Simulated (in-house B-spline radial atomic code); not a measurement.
Settings and results of a run for the xenon ion Xe³⁺ (with a hole in an inner shell). Computed with a radial B-spline atomic code at the basis-set limit: Dirac-Kohn-Sham relativistic LDA, spherical fractional occupations, Fermi nucleus of rms radius 4.7859 fm.

Command:
```bash
python run_scf.py task.json out
```
Settings (nuclear radius in fm, mass in u):
```
Z                54
configuration    1s2 2s2 2p6 3s2 3p6 3d10 4s1 4p6 4d10 5s2 5p4
hamiltonian      dirac
method           lda_x_rel,vwn
spin_polarised   False
nucleus          fermi
rms_radius       4.7859
atomic_mass      131.90416
speed_of_light   137.035999084
```

Output (hartree, bohr):
```
 radial grid: 73 intervals, B-splines of order 8, outer radius 39.1892 bohr

 iter        energy (Eh)    residual
    1       -7412.302522    5.51e-01
    2       -7417.719586    5.79e-01
    3       -7423.364105    9.35e-02
    4       -7423.547974    1.84e-02
    5       -7423.553796    8.61e-03
    6       -7423.555307    2.81e-03
    7       -7423.555474    1.16e-04
    8       -7423.555475    6.14e-06
    9       -7423.555475    8.57e-08

 total energy                     -7423.55547
 kinetic                            7862.2492
 electron-nucleus                 -17966.1131
 Hartree                            2848.6446
 exchange-correlation               -168.3362

 first-order corrections (not in the total)
   Gaunt                             6.3930
   retardation                      -0.6630
   frequency dependence             -0.0629
   self-energy                       4.3447
   Uehling                          -0.6022
   Wichmann-Kroll                    0.0143
   recoil                            0.0207

 orbital      occ     eigenvalue          <r>       <r^2>       <1/r>       r_max    small
 1s1/2      2.000     -1256.4505    0.0267581 0.000970967     57.8812     0.01722  3.94e-02
 2s1/2      2.000      -197.2428     0.114529    0.015527     13.5459     0.09744  8.45e-03
 2p1/2      2.000      -185.6809    0.0964249   0.0114421     13.5379     0.07454  8.49e-03
 2p3/2      4.000      -173.8655     0.102188   0.0127207     12.4482     0.07941  8.05e-03
 3s1/2      2.000       -41.7343     0.307013     0.10785     4.84428        0.28  2.52e-03
 3p1/2      2.000       -36.8823     0.296773    0.102364     4.76085      0.2661  2.47e-03
 3p3/2      4.000       -34.6354     0.308408    0.110321     4.49078       0.277  2.35e-03
 3d3/2      4.000       -26.0210     0.278889   0.0920531     4.35252       0.224  2.23e-03
 3d5/2      6.000       -25.5435      0.28256   0.0943462     4.28314      0.2271  2.20e-03
 4s1/2      1.000        -8.8243     0.712662    0.573617     1.98453      0.6599  7.54e-04
 4p1/2      2.000        -7.0875     0.738986    0.621751      1.8811      0.6741  6.93e-04
 4p3/2      4.000        -6.6236     0.765984    0.667742     1.79298      0.6981  6.55e-04
 4d3/2      4.000        -3.7822     0.848252    0.836614     1.56618       0.735  5.20e-04
 4d5/2      6.000        -3.7047     0.858176    0.856162     1.54446      0.7431  5.10e-04
 5s1/2      2.000        -1.9572      1.69782     3.22925    0.780213       1.544  1.67e-04
 5p1/2      1.333        -1.4919      1.89421     4.03618    0.692165       1.697  1.35e-04
 5p3/2      2.667        -1.4218       1.9617     4.32595    0.664329       1.759  1.27e-04
```

Cost of the run: 1.2 s on 1 thread of Intel(R) Xeon(R) Platinum 8259CL CPU @ 2.50GHz (shared host).

For the Dirac Hamiltonian the kinetic term is c α·p + (β - 1)c².
